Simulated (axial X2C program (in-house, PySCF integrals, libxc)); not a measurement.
**Potential curves of MoP⁻, 2c**

All values were computed with an axial X2C code built on PySCF integrals. Two-component (2c) means X2C with spin–orbit coupling and atomic mean-field two-electron Coulomb and Gaunt terms. Basis: Mo dyall-acv3z [12s13p10d5f3g], P dyall-av3z [9s8p3d2f] (cores contracted in-house); Gaussian nuclei, density fitting, unrestricted open shells. Masses: Mo 97.905 u, P 30.974 u.

State: Ω = 1 (⟨Sz⟩ = 2.00, ⟨Lz⟩ = -1.00 at HF). Energies in eV from the fragments at the same level (Mo- + P for HF; Mo + P- for PBE0). Fits are polynomials in 1 − R0/R over 0.85 to 1.23 times the lowest point R0.

| R (Å) | HF | PBE0 |
| --- | --- | --- |
| 1.8940 | 1.4282 | -1.9553 |
| 1.9811 | 0.5596 | -2.5699 |
| 2.0464 | 0.1019 | -2.8229 |
| 2.1117 | -0.2298 | -2.9466 |
| 2.1770 | -0.4618 | -2.9761 |
| 2.2532 | -0.6342 | -2.9276 |
| 2.3294 | -0.7257 | -2.8205 |
| 2.4274 | -0.7587 | -2.6316 |
| 2.5471 | -0.7187 | -2.3628 |
| 2.7212 |  | -1.9597 |

One determinant describes the state; a PBE0 search over occupations chose it and may have missed a lower one. Dissociation energies refer to the lowest single-determinant-based atoms at the same level and basis. Density functionals use the spin component along the axis (collinear). In 2c an atomic determinant is not the ground J level, so De misses part of the atomic spin–orbit lowering. This holds for PBE0. Other states lie close and PBE0, whose exact exchange favours high spin, may order them wrongly; the determinant shown need not be the ground state. The nearest other 2c determinant of the search, Ω = 3, lies 0.06 eV up at the distance of the search. Without a current term, density functionals place determinants with orbital angular momentum somewhat too high. With several unpaired electrons one determinant need not be a pure state. Open-shell Ω = 0 determinants with evenly filled partner blocks cannot be reached by this program, so the Ω shown need not be the lowest component. Some points did not converge and are left out. The highest occupied level of some functionals is positive through self-interaction error; at Hartree–Fock it is bound. The determinant is spin-polarised beyond a pure state at some levels (its spin-free form has ⟨S²⟩ too high), which makes Re and μ there less reliable. Hartree–Fock gets electron affinities wrong, so its lowest charge split need not be the true one.

(1) Fit the HF curve near its minimum: give the equilibrium distance, the harmonic wavenumber and the well depth.

(2) What are Re, ωe and De at the PBE0 level?

## Answers

(1) At HF, 2c: Re = 2.423 Å, ωe ≈ 274 cm⁻¹, De = 0.76 eV to Mo- + P; Be follows as 0.122 cm⁻¹.

(2) At PBE0, 2c: Re = 2.169 Å, ωe ≈ 432 cm⁻¹, De = 2.98 eV to Mo + P-; Be follows as 0.152 cm⁻¹.
